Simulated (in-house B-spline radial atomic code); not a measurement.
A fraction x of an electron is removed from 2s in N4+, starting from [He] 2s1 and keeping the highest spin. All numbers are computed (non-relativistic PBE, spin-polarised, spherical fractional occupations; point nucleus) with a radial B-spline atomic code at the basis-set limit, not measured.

| x | E(x) - E(0) (eV) | 2s up level (eV) |
| --- | --- | --- |
| 0 | 0.0000 | -89.542 |
| 0.08 | 7.2230 | -91.032 |
| 0.21 | 19.2132 | -93.426 |
| 0.36 | 33.4310 | -96.131 |
| 0.5 | 47.0618 | -98.581 |
| 0.62 | 59.0140 | -100.608 |
| 0.66 | 63.0515 | -101.267 |
| 0.84 | 81.5401 | -104.139 |
| 0.94 | 92.0300 | -105.604 |
| 1 | 98.3667 | - |

The exact functional would give a straight line between the two integer points. Deviations E(x) - E(0) - x[E(1) - E(0)], in eV: -0.646 at x = 0.08, -1.444 at x = 0.21, -1.981 at x = 0.36, -2.122 at x = 0.5, -1.973 at x = 0.62, -1.871 at x = 0.66, -1.088 at x = 0.84, -0.435 at x = 0.94.

The curve lies below the straight line by up to 2.122 eV (at x = 0.5): convex, the delocalisation error that favours fractional charges.

(1) How well does Slater's transition state (minus the level at half occupation) give the ionisation energy?

Results:

(1) It gives 98.581 eV against 98.367 eV from the two total energies; NIST lists 97.89 eV, ground level to ground level.
